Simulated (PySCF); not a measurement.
## Copper: a sound run and one with changed settings

Sound run: Cu [Ar] 3d10 4s1, Cu⁺ [Ar] 3d10. Computed with PySCF 2.14 in x2c-SVPall (5s3p3d1f, 36 functions), with the spin-free X2C one-electron Hamiltonian (Gaussian nucleus). In the sound run the correlated levels freeze [Ar]. The sound run starts from symmetry-adapted Hartree-Fock orbitals and uses a fine grid where one is needed.

Changed run: the non-relativistic Hamiltonian (point nucleus). This setting is unsound on purpose.

| species | method | sound run (hartree) | changed run (hartree) | converged |
| --- | --- | --- | --- | --- |
| Cu | UHF | -1652.84070 | -1633.85979 | yes |
| Cu | PBE | -1654.22192 | -1635.24041 | yes |
| Cu | LDA | -1651.59065 | -1632.60987 | yes |
| Cu | MP2 | -1653.13723 | -1634.15521 | yes |
| Cu | CCSD(T) | -1653.11673 | -1634.13475 | yes |
| Cu⁺ | UHF | -1652.59959 | -1633.62702 | yes |
| Cu⁺ | PBE | -1653.91848 | -1634.94811 | yes |
| Cu⁺ | LDA | -1651.27852 | -1632.30943 | yes |
| Cu⁺ | MP2 | -1652.87451 | -1633.90178 | yes |
| Cu⁺ | CCSD(T) | -1652.85268 | -1633.87994 | yes |

Ionisation energy of Cu:

```csv
method,sound run (eV),changed run (eV)
UHF,6.561,6.334
PBE,8.257,7.954
LDA,8.493,8.176
MP2,7.149,6.896
SCS-MP2,7.070,6.819
CCSD,7.080,6.833
CCSD(T),7.185,6.934
```

Most of the change in total energy is the relativistic energy itself. On top of that the contraction fixes the core shape for the Hamiltonian it was made with, so the changed run is not a good calculation with the other Hamiltonian either.

For comparison, NIST gives 7.726 eV between the lowest levels.
